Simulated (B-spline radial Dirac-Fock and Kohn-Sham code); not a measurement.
# Dipole and non-dipole photoemission parameters of Pr⁴⁺ 2p3/2

System: Pr⁴⁺, configuration [Xe] 4f1; threshold 6010.1 eV (orbital energy of the model). Model: Dirac-Hartree-Slater photoionisation with a Latter tail; cross sections with all multipoles, angular parameters from the dipole term and its interference with E2. Program: a B-spline atomic structure program.

Input of the calculation (task.json; shells as n, l, electrons):

```json
{"items": [{
  "Z": 59,
  "q": 4,
  "cfg": [[1, 0, 2], [2, 0, 2], [2, 1, 6], [3, 0, 2], [3, 1, 6], [3, 2, 10], [4, 0, 2], [4, 1, 6], [4, 2, 10], [4, 3, 1], [5, 0, 2], [5, 1, 6]],
  "A": 141,
  "rrms": 4.8919,
  "do": "xps",
  "hv": [53.5, 83.9, 85.9, 90.9, 96.4, 118.0, 119.0, 121.0, 150, 200, 220.0, 234.0, 300, 625.0, 800, 964.0, 1253.6, 1790.0, 2984.4, 3330.0, 3370.0, 4430.0, 6000, 6320.0, 7610.0, 8047.8, 10400.0, 10800.0, 13000.0, 13300.0]
}]}
```

Launch: `python xray2_run.py task.json out`

For linearly polarised light dσ/dΩ = σ/(4π) [1 + β P₂(cos θ) + (δ + γ cos²θ) sin θ cos φ], with θ from the polarisation vector and φ the angle between the beam and the projection of the electron momentum on the plane normal to the polarisation.

```tsv
hν (eV)	σ (kb)	β	γ	δ
6320	68.8	1.177	-0.505	-0.009
7610	41.5	1.466	0.034	0.038
8047.8	35.5	1.491	0.188	0.044
10400	17.1	1.516	0.825	0.063
10800	15.3	1.513	0.912	0.066
13000	?	?	?	?
13300	8.26	1.475	1.360	0.083
```

Question: Give the values at 13000 eV.

Answer: σ = 8.85 kb, β = 1.480, γ = 1.312, δ = 0.081.
